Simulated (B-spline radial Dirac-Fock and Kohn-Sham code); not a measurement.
ΔSCF core binding energies without Breit or QED terms, calculated with a B-spline atomic structure program.

A sound run for technetium as Tc³⁺ in the configuration [Kr] 4d4: The ground state converged in 10 iterations, with total energy -4282.38641 Ha, virial ratio 1.96248 and highest orbital energy -41.40 eV. ΔSCF binding energies: K (1s) 21148.6 eV, L3 (2p3/2) 2728.3 eV, M5 (3d5/2) 298.8 eV.

A second run, with one unsound setting: The ground state had not converged after 3 iterations, with total energy -4282.26354 Ha, virial ratio 1.95938 and highest orbital energy -37.92 eV. ΔSCF binding energies: K (1s) 21151.7 eV, L3 (2p3/2) 2730.8 eV, M5 (3d5/2) 300.1 eV (not all states converged, so these are not final).

```
iter   energy (Ha)        error
   1    -4275.51027731  1.52e+00
   2    -4280.92407679  2.96e-01
   3    -4282.26353758  8.07e-02
```

Problem. Which fault fits the second run best?
A. overfilled shell
B. mesh too coarse
C. speed of light below Z
D. too few iterations

Solution. D. The input had maxit = 3: maxit ends the run before self-consistency.
